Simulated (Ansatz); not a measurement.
SnS, closed-shell singlet (the spin of the measured ground state), most abundant isotopes (31.9721 and 119.9022 u). Constants from fifth-degree fits in 1/R to seven points on the lowest solution found; no spin–orbit coupling, no relativity up to Kr; ω_e x_e and α_e move by some per cent with the fit.

Correlated levels freeze the inner cores; with def2 sets outer-core shells near the valence are correlated too. CBS: X⁻³ extrapolation of the correlation energy, Hartree–Fock from the larger set.

Programs: Ansatz (a first-principles code) with Gaussian orbitals. Each number belongs to the level named beside it. In def2 rows elements past Kr take small-core potentials, without spin–orbit coupling.

| level | r_e (Å) | ω_e (cm⁻¹) | ω_e x_e (cm⁻¹) | α_e (cm⁻¹) |
|---|---|---|---|---|
| PBE/def2-TZVPP | 2.2320 | 471.7 | 1.21 | 0.000482 |
| CCSD(T)/CBS(def2-TZVPP, def2-QZVPP) | 2.2079 | 494.2 | 1.30 | 0.000490 |

D_e from total energies of the atoms and the molecule: 5.34 eV at PBE/def2-TZVPP; 5.20 eV at CCSD(T)/CBS(def2-TZVPP, def2-QZVPP).

**Question.** Derive the rotational constants, the centrifugal constant, the fundamental, the zero-point energy and the force constant, and test the Morse rule for the well depth.

**Answer.** 
μ = 25.24142 u.
- PBE/def2-TZVPP: B_e = 16.8576/(μ r_e²) = 0.13406 cm⁻¹; B₀ = B_e − α_e/2 = 0.13382 cm⁻¹; D = 4B_e³/ω_e² = 4.33e-08 cm⁻¹; fundamental ω_e − 2ω_e x_e = 469 cm⁻¹; zero-point energy ω_e/2 − ω_e x_e/4 = 236 cm⁻¹; k = μ(2πcω_e)² = 331 N/m; the line J = 1 ← 0 at 2B₀ = 8.023 GHz; a Morse well would hold ω_e²/(4ω_e x_e) = 5.72 eV against the computed D_e of 5.34 eV
- CCSD(T)/CBS(def2-TZVPP, def2-QZVPP): B_e = 16.8576/(μ r_e²) = 0.13700 cm⁻¹; B₀ = B_e − α_e/2 = 0.13676 cm⁻¹; D = 4B_e³/ω_e² = 4.21e-08 cm⁻¹; fundamental ω_e − 2ω_e x_e = 492 cm⁻¹; zero-point energy ω_e/2 − ω_e x_e/4 = 247 cm⁻¹; k = μ(2πcω_e)² = 363 N/m; the line J = 1 ← 0 at 2B₀ = 8.200 GHz; a Morse well would hold ω_e²/(4ω_e x_e) = 5.84 eV against the computed D_e of 5.20 eV

Measured for the ground state: r_e 2.209 Å [microwave values compiled in ACS Omega 2, 8373 (2017)]; ω_e 487.26 cm⁻¹ [Huber and Herzberg (1979), NIST Chemistry WebBook].
